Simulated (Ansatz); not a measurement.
Species: YI$_{2}$, charge 0, multiplicity 2. The spin state was set by rule; other spins were not relaxed. 
Structure (B3LYP-D3(BJ)/def2-TZVP (Ansatz, an electronic-structure program) minimum search):
```xyz
3

Y      0.8137    -0.0105    -0.0018
I     -0.2771     2.0053    -1.6378
I     -0.3216    -1.9975     1.6391
```
Charge 0, spin multiplicity 2.

Basis-set convergence of Hartree-Fock and CCSD(T) correlation energies (hartree) with Ansatz. Valence correlation only, unless marked. Open shells are spin-unrestricted. No spin-orbit coupling. Frozen are the shells of the preceding noble gas and the d and f shells that filled before the atom's block. Past Kr the def2 sets carry scalar-relativistic core potentials.

| basis | functions | E(HF) | E(corr, CCSD(T)) |
|---|---|---|---|
| def2-SVPD | 104 | -631.34797 | -0.26680 |
| def2-TZVPPD | 174 | ? | ? |

**Question.** Fill in the missing entries.

**Answer.** 
- def2-TZVPPD, E(HF): -631.37296
- def2-TZVPPD, E(corr, CCSD(T)): -0.35805
